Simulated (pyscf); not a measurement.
`[CH3][C-]([CH3])[OH]` → `[CH3][CH]([CH3])[O-]` (hydrogen shift; singlet surface; H–O broken, C–H formed). Structures and frequencies: ωB97X-D3(BJ)/def2-SVPD in PySCF. Energies in eV from the reactant's lowest minimum found.

```tsv
level	barrier	reaction energy
ωB97X-D3(BJ)/def2-TZVPD	0.99	-1.54
PBE/def2-TZVPD	0.87	-1.39
r²SCAN/def2-TZVPD	0.94	-1.45
PBE0-D3(BJ)/def2-TZVPD	0.99	-1.45
M06-2X/def2-TZVPD	1.05	-1.40
ωB97M-D3(BJ)/def2-TZVPD	1.02	-1.45
```

The functionals in the table span 0.19 eV in this barrier, from PBE to M06-2X. One saddle was located; it need not be the lowest between these sides.
